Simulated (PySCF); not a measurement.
# Substituent effects on chemical shifts

Parent skeleton `[CH3:1][SiH2:2][CH:3]([F:4])[C:5]#[C:6][SiH3:7]`; one hydrogen on atom 7 is replaced by X. Hydrogens on one atom are averaged.

[PySCF 2.14: shielding tensors at PBE0/pcSseg-1 (GIAO); geometry from GFN2-xTB; non-relativistic; isolated molecule; fast rotation and ring inversion assumed for equivalent nuclei; a single conformation]

Chemical shifts δ = σref − σ; $^{13}$C (186.93 ppm) and $^{29}$Si (349.16 ppm) and $^{1}$H (31.72 ppm) against TMS; CFCl3 for $^{19}$F (170.95 ppm), all at this level.

(1) Give δ (ppm) for X = COCH3, PH2, CHO, SCH3, OCHO, SSiH3, propynyl, NHCH3, OH.

(2) Which position responds most, and to which substituents?

Answers

(1) 
```
       X                           SMILES     C1    Si2    C3      F4     C5     C6    Si7  H(C1)  H(Si2)
   COCH3   C[SiH2][C@H](F)C#C[SiH2]C(C)=O  -11.0  -38.3  80.3  -252.6  114.8   98.3  -87.7   0.48    4.30
     PH2        C[SiH2][C@H](F)C#C[SiH2]P   -8.3  -37.9  80.3  -250.7  115.7   97.5  -75.5   0.29    4.32
     CHO     C[SiH2][C@@H](F)C#C[SiH2]C=O   -8.6  -36.7  80.7  -250.8  117.0   93.4  -83.0   0.23    4.34
    SCH3       C[SiH2][C@H](F)C#C[SiH2]SC  -10.5  -37.4  80.0  -251.3  113.6   99.0  -51.5   0.53    4.32
    OCHO     C[SiH2][C@H](F)C#C[SiH2]OC=O   -8.6  -36.4  80.4  -250.9  113.7   97.5  -47.1   0.25    4.39
   SSiH3  C[SiH2][C@H](F)C#C[SiH2]S[SiH3]  -10.8  -37.7  79.8  -252.8  115.6   97.5  -53.1   0.60    4.34
propynyl    CC#C[SiH2]C#C[C@@H](F)[SiH2]C  -10.7  -39.0  80.1  -249.9  110.8   99.4  -94.2   0.56    4.29
   NHCH3       CN[SiH2]C#C[C@H](F)[SiH2]C  -11.0  -39.0  79.8  -250.0  109.4  104.1  -62.9   0.44    4.25
      OH        C[SiH2][C@H](F)C#C[SiH2]O   -8.6  -38.0  80.5  -250.7  110.4  102.5  -50.6   0.20    4.31
```

(2) Si7: from -94.2 ppm with propynyl to -47.1 ppm with OCHO.

Unscaled 19F shifts against computed CFCl3 carry errors that often reach 10 to 50 ppm.
